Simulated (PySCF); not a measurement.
## Levels of Se⁵⁺ from EOM-EA-GCCSD

Reference: closed-shell Se⁶⁺, [Ar] 3d10; one electron is added. Calculated with PySCF 2.14, two-component X2C-1e with screened spin-orbit coupling, x2c-TZVPPall-2c with one added diffuse shell each of s, p, d type (7s8p5d1f, 63 functions); frozen 1s2; all 98 virtual spinors kept. No Breit or QED terms. Binding energies in eV.

| level | Koopmans | second order | EOM-CCSD |
| --- | --- | --- | --- |
| 4s1/2 | 80.630 | 80.950 | 81.009 |
| 4p1/2 | 66.909 | 67.149 | 67.207 |
| 4p3/2 | 66.211 | 66.440 | 66.497 |
| 4d3/2 | 46.190 | 46.237 | 46.286 |
| 4d5/2 | 46.114 | 46.160 | 46.209 |
| 5s1/2 | 40.071 | 40.196 | 40.209 |
| 5p1/2 | 34.862 | 34.954 | 34.970 |
| 5p3/2 | 34.601 | 34.688 | 34.705 |

Electric-dipole lines between these computed levels:

```
lower  upper  ΔE (eV)  vacuum wavelength (nm)
4s1/2  4p1/2   13.802                   89.83
4s1/2  4p3/2   14.511                   85.44
4s1/2  5p1/2   46.039                   26.93
4s1/2  5p3/2   46.304                   26.78
4p1/2  4d3/2   20.921                   59.26
4p1/2  5s1/2   26.997                   45.92
4p3/2  4d3/2   20.212                   61.34
4p3/2  4d5/2   20.288                   61.11
4p3/2  5s1/2   26.288                   47.16
4d3/2  5p1/2   11.316                   109.6
4d3/2  5p3/2   11.581                   107.1
4d5/2  5p3/2   11.504                   107.8
5s1/2  5p1/2    5.240                   236.6
5s1/2  5p3/2    5.505                   225.2
```

For comparison, the ionisation energy of Se⁵⁺ is 81.83 ± 0.03 eV (measured; NIST Atomic Spectra Database, ionization energies).

Gaps of this size point to the basis (7s8p5d1f), which has few functions of high l to correlate and polarise the inner shells.

The highest levels are limited by the diffuse functions of the basis.
